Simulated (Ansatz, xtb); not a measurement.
Ligand exchange: IBr + NaI → I2 + NaBr

Species: IBr (iodine monobromide), singlet; NaI, singlet; I2 (iodine), singlet; NaBr, singlet. The partners trade Br for I: I–Br and Na–I bonds give way to I–I and Na–Br.

Shapes, held fixed at every level: PBE0-D4/def2-TZVP. Programs: Ansatz 0.2.0, xtb 6.7.1. The zero-point and thermal change to 298 K, harmonic and unscaled (PBE0-D4/def2-TZVP), is 0.0 kJ/mol.

```tsv
level	kind	ΔH(298 K) (kJ/mol)	less CCSD(T)/def2-TZVPP
GFN2-xTB	semi-empirical	-29.1	+1.2
PBE-D4/def2-TZVPP	GGA	-30.4	-0.1
BHLYP-D4/def2-TZVPP	global hybrid	-32.9	-2.6
r2SCAN0-D4/def2-TZVPP	global hybrid	-31.8	-1.5
wB97X-V/def2-TZVPP	range-separated hybrid	-31.0	-0.7
MP2/def2-TZVPP	perturbation theory	-31.6	-1.3
CCSD(T)/def2-SVP	coupled cluster or CI	-26.0	+4.3
CCSD(T)/def2-TZVPP	coupled cluster or CI	-30.3	0.0
```

The highest level, CCSD(T)/def2-TZVPP, gives ΔH(298 K) = -30.3 kJ/mol; the levels span -32.9 to -26.0. The column of differences is taken from that level and isn't an error. No measured value is set beside it here. For atoms past krypton def2 sets carry core potentials with scalar relativity. Relativity is left out for Br unless named. Correlated rows may include outer-core shells of Br, I, Na, which these sets cover unevenly.
